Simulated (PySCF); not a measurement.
Work out the structure from these simulated measurements.

Formula: C7H4F5N.

- Rotational structure: rotational constants A, B, C: 1.510, 0.566, 0.561 GHz [GFN2-xTB]
- 13C NMR: chemical shifts (computed TMS as zero) by class: 156.2 (2 C), 145.0 (1 C), 128.8 (1 C), 126.8 (2 C), 121.6 (1 C) ppm [GIAO PBE0/pcSseg-1]
- Dipole: 0.46 D [PBE0/pcSseg-1]
- 1H NMR: chemical shifts (computed TMS as zero) by class: 9.24 (2 H), 7.77 (2 H) ppm [GIAO PBE0/pcSseg-1]
- NMR, other nuclei: isotropic shieldings of nuclei other than C and H, by class: -103 (1 N), 268 (3 F), 312 (2 F) ppm [GIAO PBE0/pcSseg-1]

Gas-phase values; electronic properties from PySCF, density fitting. Levels stand in brackets. One conformer (not necessarily the lowest) at the GFN2-xTB geometry, without solvent, vibrations or thermal averaging. NMR classes are plain means over equivalent atoms (diastereotopic ones count apart unless rotation or inversion swaps them), as if these changed places fast.

Question: Propose a structure and show how it fits.

Answer: Numbering: `[F:1][C:2]([F:3])([F:4])[C:5]([F:6])([F:7])[c:8]1[cH:9][cH:10][n:11][cH:12][cH:13]1`. Its formula, C7H4F5N, gives 4 degrees of unsaturation: 1 ring and 3 π bonds in the structure found (Kekulé form). 7 carbons fall into 5 classes; from least to most shielded: aromatic CH next to a ring nitrogen [C10/C12] (156.2 ppm, 2 C), substituted aromatic carbon [C8] (145.0 ppm), CF3 carbon [C2] (128.8 ppm), aromatic CH carbon [C9/C13] (126.8 ppm, 2 C), CF2 carbon [C5] (121.6 ppm). Hydrogen classes from least to most shielded: 2 H on 2 like atoms (aromatic CH next to a ring nitrogen), C10/C12 (9.24 ppm), 2 H on 2 aromatic CH carbons, C9/C13 (7.77 ppm). The other shieldings belong to: -103 ppm, pyridine-type nitrogen [N11]; 268 ppm, fluorine of a CF3 group [F1/F3/F4]; 312 ppm, fluorine of a CF2 group [F6/F7]. The optimised geometry has point group Cs and is an asymmetric top. Structure: `FC(F)(F)C(F)(F)c1ccncc1`. The assignments are read from this structure; whether some other isomer fits the data as well wasn't checked.

Conformer computed: `[F:1][C:2]([F:3])([F:4])[C:5]([F:6])([F:7])[c:8]1[cH:9][cH:10][n:11][cH:12][cH:13]1`: F1–C2–C5–F6 178°, C2–C5–C8–C9 89°.
